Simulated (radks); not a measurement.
Values are calculated unless marked as measured or tabulated.
Numerical settings for the antimony ion Sb2+, [Kr] 4d10 5s2 5p1. Level of theory: Dirac Kohn-Sham, PBE, spin-unpolarised, spherical densities, finite nucleus; open shells are shared between the two j in proportion to 2j + 1; Fermi nuclear charge, rms radius 4.6802 fm (a radial shooting solver on a logarithmic mesh with Libxc functionals). The defaults (mesh step 0.008 in ln r, mesh end at 40 bohr or more with all orbitals vanishing there, Anderson mixing 0.5 over 9 steps, residual threshold near 1e-9 with the energy settled to 1e-9 hartree or 1e-11 of itself, here a cap of 65 iterations) give E = -6482.4203 hartree and 5p3/2 at -19.808 eV in 14 iterations. Run on one thread of a shared host, so times are rough (Arm Neoverse V1): 0.13 s of CPU time, 0.13 s wall, 14 iterations on 2254 mesh points. Changes against that run (0 stands for a change within the tolerance of the run):

[
 {"setting": "mesh step in ln r 0.05", "iterations": "14", "converged": "yes", "E (mhartree)": "+0.117", "e(5p3/2) (meV)": "+0.00684", "CPU (s)": "0.03"},
 {"setting": "mesh step in ln r 0.003", "iterations": "15", "converged": "yes", "E (mhartree)": "0", "e(5p3/2) (meV)": "0", "CPU (s)": "0.34"},
 {"setting": "mesh step in ln r 0.08", "iterations": "2", "converged": "no", "E (mhartree)": "diverged", "e(5p3/2) (meV)": "-", "CPU (s)": "0.01"},
 {"setting": "mesh end (bohr) 8", "iterations": "14", "converged": "yes", "E (mhartree)": "+0.0723", "e(5p3/2) (meV)": "+5.03", "CPU (s)": "0.12"},
 {"setting": "mesh end (bohr) 2", "iterations": "13", "converged": "level above zero", "E (mhartree)": "+9.25e+03", "e(5p3/2) (meV)": "+9.33e+04", "CPU (s)": "0.09"},
 {"setting": "residual threshold 1e-05", "iterations": "10", "converged": "yes", "E (mhartree)": "0", "e(5p3/2) (meV)": "-0.19", "CPU (s)": "0.11"},
 {"setting": "residual threshold 1e-16", "iterations": "65", "converged": "no", "E (mhartree)": "0", "e(5p3/2) (meV)": "0", "CPU (s)": "0.3"},
 {"setting": "mixing 2.5", "iterations": "19", "converged": "yes", "E (mhartree)": "0", "e(5p3/2) (meV)": "0", "CPU (s)": "0.16"},
 {"setting": "linear mixing, mixing 0.5", "iterations": "30", "converged": "yes", "E (mhartree)": "0", "e(5p3/2) (meV)": "0", "CPU (s)": "0.22"},
 {"setting": "linear mixing, mixing 0.2", "iterations": "65", "converged": "no", "E (mhartree)": "0", "e(5p3/2) (meV)": "0", "CPU (s)": "0.43"},
 {"setting": "mixing history 2", "iterations": "20", "converged": "yes", "E (mhartree)": "0", "e(5p3/2) (meV)": "0", "CPU (s)": "0.16"},
 {"setting": "iteration cap 8", "iterations": "8", "converged": "no", "E (mhartree)": "0", "e(5p3/2) (meV)": "-0.579", "CPU (s)": "0.08"}
]

Settled on a wrong energy, with an occupied level pushed above zero by the early mesh end: mesh end (bohr) 2 (+9.25 hartree). Apart from these: no run marked as converged misses the energy by more than 1 mhartree. A mesh that ends early acts as a hard wall.
